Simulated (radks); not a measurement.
Results of a calculation; reference values are marked as such.
Pr, configuration [Xe] 4f3 6s2.

Level of theory: Dirac Kohn-Sham, LDA (Slater exchange, Perdew-Wang correlation), spin-unpolarised, spherical densities, point nucleus; open shells are shared between the two j in proportion to 2j + 1; speed of light set to 205.554 atomic units (1.5 times the physical value, a model run) (a radial shooting solver on a logarithmic mesh with Libxc functionals).

Energy parts (hartree):
part                       energy
total                  -9051.6910
kinetic                 9326.6433
electron-nucleus      -21714.1271
Hartree                 3541.3058
exchange-correlation    -205.5129

Orbitals (lengths in bohr, moments of r in powers of bohr; <r^-3> diverges for s and p1/2):
| orbital | occ. | eigenvalue (hartree) | <r^4> | <1/r> | <r^-3> | small-component weight |
|---|---|---|---|---|---|---|
| 1s1/2 | 2 | -1489.453 | 1.834e-06 | 60.96 | - | 2.06e-02 |
| 2s1/2 | 2 | -235.4567 | 0.0003091 | 14.22 | - | 4.44e-03 |
| 2p1/2 | 2 | -222.8594 | 0.0001965 | 14.23 | - | 4.46e-03 |
| 2p3/2 | 4 | -215.5060 | 0.0002164 | 13.64 | 7157 | 4.34e-03 |
| 3s1/2 | 2 | -50.70757 | 0.01227 | 5.225 | - | 1.37e-03 |
| 3p1/2 | 2 | -45.26871 | 0.01139 | 5.155 | - | 1.35e-03 |
| 3p3/2 | 4 | -43.82008 | 0.01225 | 5.005 | 1430 | 1.31e-03 |
| 3d3/2 | 4 | -33.92900 | 0.009251 | 4.886 | 238.0 | 1.26e-03 |
| 3d5/2 | 6 | -33.59332 | 0.009473 | 4.844 | 227.9 | 1.25e-03 |
| 4s1/2 | 2 | -9.98311 | 0.3131 | 2.195 | - | 4.24e-04 |
| 4p1/2 | 2 | -7.94405 | 0.3669 | 2.097 | - | 3.94e-04 |
| 4p3/2 | 4 | -7.63124 | 0.3947 | 2.046 | 309.2 | 3.83e-04 |
| 4d3/2 | 4 | -4.14295 | 0.6062 | 1.831 | 42.55 | 3.17e-04 |
| 4d5/2 | 6 | -4.08381 | 0.6212 | 1.817 | 40.55 | 3.14e-04 |
| 5s1/2 | 2 | -1.35211 | 10.98 | 0.8503 | - | 8.95e-05 |
| 5p1/2 | 2 | -0.81178 | 19.49 | 0.7438 | - | 6.97e-05 |
| 5p3/2 | 4 | -0.76917 | 21.38 | 0.7251 | 41.94 | 6.68e-05 |
| 6s1/2 | 2 | -0.12728 | 870.9 | 0.2746 | - | 1.02e-05 |
| 4f5/2 | 1.28571 | -0.11066 | 12.02 | 1.224 | 4.588 | 1.57e-04 |
| 4f7/2 | 1.71429 | -0.10461 | 12.72 | 1.217 | 4.518 | 1.56e-04 |

The highest occupied level is 4f7/2 at -2.847 eV. The density falls to 0.001 e/bohr^3 at r = 5.41 bohr.
